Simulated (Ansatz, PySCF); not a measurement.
Species: NaF, net charge 0, singlet state. 
Structure (B3LYP-D3(BJ)/def2-TZVP (Ansatz, a first-principles code) minimum search):
```xyz
2

Na     0.0000     0.0000    -0.8672
F      0.0000     0.0000     1.0599
```

Dipole moments at this geometry, in debye (magnitudes).

```json
[
 {"level": "PBE/def2-TZVPD", "program": "Ansatz", "dipole (D)": "7.78"},
 {"level": "TPSS/def2-TZVPD", "program": "PySCF", "dipole (D)": "7.84"},
 {"level": "PBE0/def2-TZVPD", "program": "Ansatz", "dipole (D)": "8.04"},
 {"level": "HSE06/def2-TZVPD", "program": "Ansatz", "dipole (D)": "8.03"},
 {"level": "wB97X-V/def2-TZVPD", "program": "Ansatz", "dipole (D)": "[?]"},
 {"level": "CCSD(T)/def2-SVPD", "program": "Ansatz", "dipole (D)": "[?]"}
]
```

Task: Some entries are withheld; supply them.

Result: 
- wB97X-V/def2-TZVPD, dipole (D): 8.10
- CCSD(T)/def2-SVPD, dipole (D): 8.42
